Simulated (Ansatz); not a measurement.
Start from `BC[O][AlH][Cl]` and change one atom or group to get `[Cl][AlH][O]P[SeH]`.

Ansatz, PBE0-D4/def2-TZVP geometries, multiplicity 1. Each molecule was computed in one conformer, which needn't be the lowest.

Scalar relativity is left out up to krypton.

| property | `BC[O][AlH][Cl]` |
| --- | --- |
| LUMO energy (B3LYP/def2-TZVPP) / eV | -1.76 |
| HOMO energy (B3LYP/def2-TZVPP) / eV | -7.89 |
| HOMO energy (ωB97M-V/def2-TZVPP) / eV | -10.49 |
| HOMO energy (PBE/def2-TZVPP) / eV | -6.66 |
| HOMO–LUMO gap (B3LYP/def2-TZVPP) / eV | 6.12 |
| LUMO energy (PBE0/def2-TZVPP) / eV | -1.52 |

Task: Give the same properties after the change, and the shifts. (An estimate is asked.)

Result: The calculation gave: 
```csv
property,`[Cl][AlH][O]P[SeH]`,shift
LUMO energy (B3LYP/def2-TZVPP) / eV,-1.98,-0.22
HOMO energy (B3LYP/def2-TZVPP) / eV,-7.47,0.42
HOMO energy (ωB97M-V/def2-TZVPP) / eV,-9.83,0.66
HOMO energy (PBE/def2-TZVPP) / eV,-6.43,0.23
HOMO–LUMO gap (B3LYP/def2-TZVPP) / eV,5.49,-0.63
LUMO energy (PBE0/def2-TZVPP) / eV,-1.77,-0.25
```

With PBE0 the HOMO rises by 0.44 eV and the LUMO falls by 0.25 eV, so the gap narrows by about 0.69 eV. PBE moves the HOMO by 0.23 eV and ωB97M-V by 0.66 eV.

B3LYP here is the variant with VWN-RPA as its local correlation; programs differ in this.

Spin–orbit coupling is left out; it splits and shifts lone-pair levels of the heavy atoms by tenths of an eV.
